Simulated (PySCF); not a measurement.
Electronic structure of Be²⁺ (beryllium, charge +2) at the UHF level

Configuration: 1s2, closed-shell 1S. Computed with PySCF 2.14 in x2c-SVPall, with scalar relativity by spin-free X2C-1e.

- Total energy: -13.607093 hartree
- One-electron energy: -15.8739 hartree
- Hartree (Coulomb) energy: 4.5336 hartree
- Exchange energy: -2.2668 hartree
- ⟨S²⟩: 0.0000
- ⟨L²⟩: 0.000
- Sum of ⟨r⟩: 0.8308 bohr
- Sum of ⟨r²⟩: 0.4650 bohr²
- Langevin diamagnetic susceptibility: -0.368 ×10⁻⁶ cm³/mol
- Time after the integrals: 0.02 s of wall time on 1 thread of Neoverse-V2 (shared host)

| shell | electrons | mean orbital energy (hartree) | rms radius, mean of both spins (bohr) |
| --- | --- | --- | --- |
| 1s | 2 | -5.67016 | 0.482 |
